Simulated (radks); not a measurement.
Values are calculated unless marked as measured or tabulated.
Polarisability of neutral antimony, [Kr] 4d10 5s2 5p3, at imaginary frequency. Level of theory: scalar-relativistic Kohn-Sham, LDA (Slater exchange, Perdew-Wang correlation), spin-unpolarised, spherical densities, finite nucleus; Fermi nuclear charge, rms radius 4.6802 fm (a radial shooting solver on a logarithmic mesh with Libxc functionals). Response by self-consistent Sternheimer equations with the Hartree and adiabatic LDA kernel, the relativistic mass of each level held fixed and spin-orbit coupling left out.

| w (hartree) | alpha1(iw) (bohr^3) |
|---|---|
| 0.00266 | 50.81 |
| 0.0143 | 50.65 |
| 0.0360 | 49.75 |
| 0.0697 | 47.10 |
| 0.118 | 41.82 |
| 0.186 | 34.10 |
| 0.280 | 25.39 |
| 0.413 | 17.37 |
| 0.605 | 11.06 |
| 0.892 | 6.684 |
| 1.35 | 3.880 |
| 2.12 | 2.129 |
| 3.59 | 1.019 |
| 6.94 | 0.3639 |
| 17.5 | 0.07843 |

Static values: alpha1 = 50.82 bohr^3 (7.531 angstrom^3; uncoupled 77.99). C6 = 563.1, triple-dipole C9 = 20130 atomic units. One-pole (London) frequency 4 C6 / (3 alpha1^2) = 0.291 hartree, against 0.183 for minus the highest occupied eigenvalue. Recommended static value: 43 bohr^3 (Schwerdtfeger and Nagle, 2023 table).

Beside tabulated values, note that spin-unpolarised runs miss the spin-polarisation part of the exchange energy of open shells.
